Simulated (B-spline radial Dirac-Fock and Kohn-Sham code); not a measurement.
# Electron momentum distribution of Gd⁴¹⁺: Compton profiles

System: Gd⁴¹⁺ in the configuration [Ar] 3d5.

These are calculated numbers from a radial B-spline solver; the model is the impulse approximation on Dirac-Fock orbitals of the configuration average with a finite nucleus. pz is in atomic units of momentum; subshell profiles are per electron, for a selection of subshells; open shells are spread over both j values by their weights.

| pz | J total | J 2p1/2 | J 3s1/2 | J 3p1/2 | J 3d5/2 |
| --- | --- | --- | --- | --- | --- |
| 0 | 0.9361 | 0.0212 | 0.0899 | 0.0535 | 0.0367 |
| 0.5 | 0.9341 | 0.0212 | 0.0890 | 0.0535 | 0.0367 |
| 0.6 | 0.9333 | 0.0212 | 0.0887 | 0.0535 | 0.0367 |
| 0.8 | 0.9311 | 0.0212 | 0.0877 | 0.0535 | 0.0367 |
| 1 | 0.9283 | 0.0212 | 0.0864 | 0.0534 | 0.0367 |
| 1.2 | 0.9249 | 0.0212 | 0.0849 | 0.0534 | 0.0367 |
| 1.4 | 0.9208 | 0.0212 | 0.0832 | 0.0534 | 0.0367 |
| 1.6 | 0.9162 | 0.0212 | 0.0813 | 0.0533 | 0.0367 |
| 1.8 | 0.9109 | 0.0212 | 0.0791 | 0.0533 | 0.0367 |
| 2 | 0.9051 | 0.0212 | 0.0768 | 0.0532 | 0.0367 |
| 2.5 | 0.8878 | 0.0212 | 0.0703 | 0.0528 | 0.0367 |
| 3 | 0.8671 | 0.0212 | 0.0631 | 0.0521 | 0.0367 |
| 4 | 0.8159 | 0.0212 | 0.0482 | 0.0497 | 0.0365 |
| 5 | 0.7544 | 0.0211 | 0.0344 | 0.0458 | 0.0361 |
| 7 | 0.6158 | 0.0208 | 0.0158 | 0.0341 | 0.0339 |
| 10 | 0.4241 | 0.0197 | 0.00778 | 0.0159 | 0.0265 |
| 15 | 0.2306 | 0.0161 | 0.00664 | 0.00324 | 0.0122 |
| 20 | 0.1372 | 0.0117 | 0.00304 | 0.00220 | 0.00443 |
| 30 | 0.05523 | 0.00488 | 0.000342 | 0.00149 | 0.000535 |
| 40 | 0.02562 | 0.00184 | 0.000246 | 0.000603 | 7.85e-05 |
| 60 | 0.007715 | 0.000298 | 0.000142 | 9.30e-05 | 3.42e-06 |
| 100 | 0.001314 | 1.92e-05 | 2.46e-05 | 5.55e-06 | < 1e-6 |

J(0) = 0.9361. The 3p3/2 subshell gives the largest part, 24 %.

Mean momentum ⟨p⟩ by subshell (a.u.): 1s1/2 62.7, 2s1/2 22.5, 2p1/2 29.9, 2p3/2 27.4, 3s1/2 12.0, 3p1/2 14.3, 3p3/2 13.6, 3d3/2 16.3, 3d5/2 16.0.
